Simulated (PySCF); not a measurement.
[RhH2]+, triplet: molecular constants

Computed with PySCF, UPBE0, basis Rh def2-TZVP with ECP28, H def2-TZVP (scalar-relativistic core potentials, no spin–orbit coupling, density fitting).

The structure is a minimum.

- Point group: C2v
- Bond lengths: H–H 0.823 Å, Rh–H 1.776 Å (×2)
- Bond angles: H–H–Rh 76.6° (×2), H–Rh–H 26.8°
- Heat capacity Cp at 298.15 K: 35.6 J/(mol K)
- Dipole moment about the centre of mass: 0.47 D
- Rotational symmetry number: 2
- Zero-point energy: 34.3 kJ/mol
- Principal quadrupole moments (Buckingham, traceless) about the centre of mass: -2.08, -1.36, 3.44 D Å
- Entropy at 298.15 K and 1 bar (electronic part: spin only): 229.9 J/(mol K)
- Spin squared ⟨S²⟩: 2.002
- Enthalpy at 298.15 K above 0 K: 10.06 kJ/mol
- Principal polarisabilities: 14.5, 16.8, 19.8 bohr³
- Highest occupied level (β): -14.46 eV
- Rotational constants: 49.43, 2.856, 2.7 cm⁻¹
- Lowest empty level (β): -9.89 eV

Harmonic modes (masses in u: Rh 102.906, H 1.008):
| symmetry | ω (cm⁻¹) | IR (km/mol) |
| --- | --- | --- |
| a1 | 932 | 62.9 |
| b2 | 1438 | 9.3 |
| a1 | 3366 | 0.5 |

In C2v the vibrations span 2a1 + b2. Here b1 is antisymmetric to the molecular plane and b2 lies in it.

Charges (e):
```json
{"atom": "Rh1", "Mulliken": "0.74", "Löwdin": "0.69", "polar tensor": "0.81", "spin (Mulliken)": "1.95", "Mayer order to Rh1": "–"}
{"atom": "H2,3", "Mulliken": "0.13", "Löwdin": "0.16", "polar tensor": "0.09", "spin (Mulliken)": "0.03", "Mayer order to Rh1": "0.39"}
```
Other Mayer orders above 0.3: H–H 0.61.

Mulliken populations on Rh1 (electrons outside its core potential): s 2.20, p 6.10, d 7.97, f 0.00.

This need not be the most stable arrangement of these atoms. Open d and f shells are described by one determinant, and the ground state may have another occupation or spin.

The final relaxation and frequency run took 28 s on 2 threads of a shared Arm Neoverse N1 host, with 52 basis functions and 8 gradients; the process peaked at 0.57 GiB. Launch command: `OMP_NUM_THREADS=2 python axn.py task.json out`.
